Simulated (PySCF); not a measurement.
# How the method changes the shape and vibrations of AlBH3O2 cation

These are calculations, not measurements. The program is PySCF 2.14.0, an open-source quantum chemistry code, run on an isolated molecule that a program drew, which may never have been made. The molecule is AlBH3O2 cation (charge +1, singlet), drawn as the SMILES string `O[B+][AlH][OH]`.

The geometry was optimised and harmonic frequencies were computed with HF and MP2, all in the cc-pV(D+d)Z basis, for the commonest isotopes, with a restricted reference for singlets and an unrestricted one otherwise, and a frozen core in MP2. Each result is a local minimum of its method.

Geometry at the HF minimum:
```xyz
7
AlBH3O2 cation, angstrom
O    -0.1458    0.7974    3.0057
B    -0.5137    0.4090    1.8876
Al   -1.1643   -0.2573   -0.1271
O    -1.6234   -1.8118    0.1842
H    -0.0567    0.5021    3.9079
H    -1.0823    0.7297   -1.3152
H    -1.9726   -2.5648   -0.2659
```

Lengths of the bonds as drawn, in Å (atoms numbered as above):
```
bond,HF,MP2
O1-B2,1.240,1.252
B2-Al3,2.219,2.207
Al3-O4,1.650,1.680
O1-H5,0.953,0.972
Al3-H6,1.547,1.551
O4-H7,0.944,0.966
```

Rotational constants, in GHz:
| constant | HF | MP2 |
|---|---|---|
| A | 16.68 | 16.12 |
| B | 2.603 | 2.617 |
| C | 2.252 | 2.252 |

Harmonic frequencies in cm^-1, each column in rising order, so a row needn't be the same motion in every method:
| rank | HF | MP2 |
|---|---|---|
| 1 | 112 | 103 |
| 2 | 154 | 150 |
| 3 | 268 | 250 |
| 4 | 331 | 284 |
| 5 | 407 | 334 |
| 6 | 447 | 403 |
| 7 | 457 | 449 |
| 8 | 502 | 475 |
| 9 | 507 | 551 |
| 10 | 645 | 620 |
| 11 | 966 | 914 |
| 12 | 1801 | ? |
| 13 | 2139 | 2095 |
| 14 | 4058 | 3825 |
| 15 | 4204 | 3909 |

**Estimate the missing MP2 frequency from the HF column.**

A single factor s that minimises the squared misfit of MP2 against s times HF over the other rows is sum(HF x MP2) / sum(HF^2) = 0.9417, with an rms misfit of 36 cm^-1. For rank 12 it gives 0.9417 x 1801 = 1696 cm^-1. The calculation gives 1745 cm^-1, 49 cm^-1 above the estimate. The drawn bonds are on average 1.1 % longer in MP2 than in HF.
